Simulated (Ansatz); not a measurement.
Input file for `C[N](C)[In]([Cl])[N](C)C`:

```yaml
crystal:
  periodic: [false, false, false]
  atoms:
    - {symbol: C, position_ang: [1.900855, -0.299869, -2.483848]}
    - {symbol: N, position_ang: [1.374504, -0.365918, -1.144641]}
    - {symbol: C, position_ang: [2.005946, -1.376445, -0.337942]}
    - {symbol: In, position_ang: [-0.323122, 0.562282, -0.646959]}
    - {symbol: Cl, position_ang: [-1.150249, 1.992860, -2.300421]}
    - {symbol: N, position_ang: [-1.309632, 0.660581, 1.087883]}
    - {symbol: C, position_ang: [-2.541569, 1.397569, 1.208021]}
    - {symbol: C, position_ang: [-1.063998, -0.215051, 2.203206]}
    - {symbol: H, position_ang: [2.974570, -0.060990, -2.469305]}
    - {symbol: H, position_ang: [1.397367, 0.474127, -3.066114]}
    - {symbol: H, position_ang: [1.787667, -1.253381, -3.022954]}
    - {symbol: H, position_ang: [1.607821, -1.385713, 0.679061]}
    - {symbol: H, position_ang: [3.088470, -1.195245, -0.261307]}
    - {symbol: H, position_ang: [1.877891, -2.388365, -0.753964]}
    - {symbol: H, position_ang: [-3.417238, 0.734972, 1.290875]}
    - {symbol: H, position_ang: [-2.696056, 2.047887, 0.344948]}
    - {symbol: H, position_ang: [-2.529088, 2.032422, 2.106257]}
    - {symbol: H, position_ang: [-1.022036, 0.353908, 3.143926]}
    - {symbol: H, position_ang: [-1.850871, -0.976603, 2.322739]}
    - {symbol: H, position_ang: [-0.111241, -0.739017, 2.100550]}
basis:
  gaussian: {orbitals: def2-TZVPP}
correlation: {method: ccsd_t}
output: {orbitals: {seedname: orbitals}}
```

```sh
$ ansatz run in.yaml --threads 4 --pin off --events-out ev --progress --plain --max-ram 66560MiB --backend cuda --devices 0, --max-vram 37GiB
```

The program prints (abridged):

```
Functional definition: HF
2797 factors; integrals over basis functions are off by at most 1.0e-3 eV
mean field evaluation 1: about -24924.4682 eV, gradient 5.1e1 eV
mean field evaluation 2: about -24924.7492 eV, gradient 5.1e1 eV
mean field evaluation 4: about -24931.2105 eV, gradient 6.4e0 eV
mean field evaluation 8: about -24931.3358 eV, gradient 3.3e-1 eV
mean field -24931.33688436 eV, -916.2097314330 hartree, gradient 9.4e-6 eV, S^2 0.000000; 0 other end points of the search recorded, 0 dependent functions left out
15 core orbitals not correlated: weight in the atoms' cores, before any rotation towards them, 1.000 or more for the frozen orbitals, at most 0.000 for the correlated occupied ones
reference -24931.33688436 eV, -916.2097314330 hartree; 29, 29 occupied and 402, 402 virtual orbitals, 2797 factors
second order -43.73161577 eV of doubles, -0.00000000 eV of singles
cycle   1  -44.11216322 eV  change   -3.8e-1 eV  update   1.5e-1
cycle   2  -45.15427104 eV  change    -1.0e0 eV  update   4.5e-2
cycle   3  -45.40456850 eV  change   -2.5e-1 eV  update   2.8e-2
cycle   4  -45.39261880 eV  change    1.2e-2 eV  update   8.4e-3
cycle   5  -45.38602291 eV  change    6.6e-3 eV  update   5.0e-3
cycle   6  -45.38781320 eV  change   -1.8e-3 eV  update   1.9e-3
cycle   7  -45.38730789 eV  change    5.1e-4 eV  update   8.2e-4
cycle   8  -45.38714350 eV  change    1.6e-4 eV  update   2.6e-4
cycle   9  -45.38727282 eV  change   -1.3e-4 eV  update   1.2e-4
cycle  10  -45.38727084 eV  change    2.0e-6 eV  update   4.9e-5
perturbative correction -1.82473733 eV, -0.0670578599 hartree
Total energy: -24978.54889252 eV, -917.9447407317 hartree
```

Hardware: 4 threads of an AMD EPYC 7R13 on a shared host and a share of an NVIDIA H100 80 GB. Wall time 36 s, peak host memory 0.92 GiB.

Correlation energy per correlated electron: -0.814 eV. T1 diagnostic: 0.0138.
